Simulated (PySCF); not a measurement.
## Exercise with solution: entropy of an ideal gas

SiHFBr2, SMILES F[SiH](Br)Br.

Geometry optimised at TPSSh-D3(BJ)/def2-SVP. The structure was generated by enumeration, and PubChem lists no compound with its InChIKey, so it may never have been made.

TPSSh-D3(BJ)/def2-SVP (PySCF) gives the harmonic wavenumbers 116, 201, 244, 409, 495, 784, 817, 917, 2344 cm⁻¹ and the rotational temperatures 0.1733, 0.0451, 0.0372 K. The molar mass is 207.90 g/mol, the symmetry number 1, the spin multiplicity 1.

Task: Work out the entropy at 298.15 K and 1 atm in the rigid-rotor, harmonic-oscillator model.

Result: 
Translation (Sackur–Tetrode at 1 atm): S = R[1.5 ln M + 2.5 ln T − 1.16487] = 175.3 J/(mol K).
Rotation: q = (√π/σ) T^1.5/√(θA θB θC) = 535000, S = R[ln q + 3/2] = 122.1 J/(mol K).
Vibration: with u = 1.4388 ν/T, each mode gives R[u/(e^u − 1) − ln(1 − e^−u)]:
```csv
ν (cm⁻¹),modes,u,S (J/(mol K))
116,1,0.56,13.25
201,1,0.97,8.89
244,1,1.18,7.42
409,1,1.97,3.89
495,1,2.39,2.81
784,1,3.78,0.92
817,1,3.94,0.81
917,1,4.43,0.55
```
The stiffer modes add less than 0.005 each. Sum 38.5 J/(mol K).
Spin: R ln 1 = 0.0 J/(mol K).
Total 336.0 J/(mol K); the program's own thermochemistry gives 336.0. Translation makes up 52 % and vibration 11 %. Anharmonicity, hindered rotation and orbital degeneracy are left out.
